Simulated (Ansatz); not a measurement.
Geometry optimisation, RKS B3LYP/def2-SVP (Ansatz).

Input file:

```yaml
crystal:
  periodic: [false, false, false]
  atoms:
    - { symbol: B, position_ang: [0.130337, 0.572857, -0.450651] }
    - { symbol: O, position_ang: [0.039827, -0.189654, 2.038965] }
    - { symbol: H, position_ang: [-0.913053, -0.304615, 2.163262] }
    - { symbol: Cl, position_ang: [1.552798, -0.323319, -0.8938] }
    - { symbol: Cl, position_ang: [-1.466555, -0.006507, -0.875924] }
    - { symbol: Cl, position_ang: [0.288294, 2.290613, 0.151112] }
    - { symbol: H, position_ang: [0.171251, 0.767825, 2.221535] }
basis:
  gaussian: { orbitals: def2-SVP }
hamiltonian:
  xc: b3lyp
relax:
  f_tol: 0.03
  max_steps: 50
```

Command:

```bash
$ ansatz run input.yaml --threads 2 --pin off --max-ram 3072MiB --backend cpu --events-out ev --progress --plain --runs-dir out
```

Question: Where does it end, and by what steps?

Answer: The forces met the threshold. After 9 steps the energy has fallen by 0.261 eV; O2 moved furthest, 0.47 Å. Joined: B1–O2 (2.61 → 1.68 Å).

```csv
step,energy less start (eV),largest force component (eV/Å),accepted
0,0.0000,0.863,yes
1,0.0499,2.063,no
2,-0.0198,1.044,yes
3,-0.0363,0.803,yes
4,-0.0726,0.603,yes
5,-0.1473,0.623,yes
6,-0.2362,0.522,yes
7,-0.2405,0.556,yes
8,-0.2590,0.148,yes
9,-0.2607,0.019,yes
```

```xyz
7
Properties=species:S:1:pos:R:3
B 0.119 0.486 0.003
O 0.063 -0.005 1.607
H -0.834 -0.365 1.751
Cl 1.519 -0.377 -0.728
Cl -1.533 -0.039 -0.601
Cl 0.318 2.302 0.177
H 0.150 0.805 2.146
```

Whether the end is a true minimum wasn't checked by a vibrational analysis.

Time of the run: 27 s on 2 threads of Arm Neoverse V1, with other jobs on the host, peak memory 0.2 GiB.
